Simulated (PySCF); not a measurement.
Geometry:
| atom | x (Å) | y (Å) | z (Å) |
| --- | --- | --- | --- |
| B1 | -0.249 | 0.595 | -1.293 |
| Cl2 | -1.828 | 1.385 | -1.703 |
| Cl3 | 1.032 | 0.577 | -2.576 |
| P4 | -0.488 | -1.227 | -0.463 |
| B5 | 0.286 | -0.614 | 1.295 |
| Cl6 | 1.890 | -1.388 | 1.635 |
| Cl7 | -0.947 | -0.633 | 2.625 |
| P8 | 0.486 | 1.220 | 0.479 |
| H9 | 0.214 | -2.276 | -1.101 |
| H10 | -1.821 | -1.695 | -0.402 |
| H11 | 1.803 | 1.735 | 0.442 |
| H12 | -0.263 | 2.238 | 1.112 |

[PySCF: σ from GIAO-KT2/pcSseg-1; PBE0-D3(BJ)/def2-SVP geometry; one averaged value for each set of equivalent atoms; a single conformation; relativity neglected; no solvent]

δ = σ(ref) − σ, references computed at the same level: TMS for $^{1}$H (σref 31.18); $^{11}$B (σref 99.90) against BF3·OEt2; $^{35}$Cl (σref 942.74) against HCl; H3PO4 for $^{31}$P (σref 325.43).

```json
{"atoms": "B1/B5", "nucleus": "$^{11}$B", "count": "2", "δ (ppm)": "-5.3"}
{"atoms": "P4/P8", "nucleus": "$^{31}$P", "count": "2", "δ (ppm)": "?"}
{"atoms": "H9/H10/H11/H12", "nucleus": "$^{1}$H", "count": "4", "δ (ppm)": "?"}
{"atoms": "Cl2/Cl3/Cl6/Cl7", "nucleus": "$^{35}$Cl", "count": "4", "δ (ppm)": "139"}
```

Question: Complete the table.

Answer: 
- H9/H10/H11/H12: 5.06 ppm, hydrogen on a phosphorus bonded to 2 B
- P4/P8: -70.8 ppm, phosphorus bonded to 2 B, 2 H

Experimental scales use liquid or dissolved standards, which lie at an offset from isolated H3PO4.
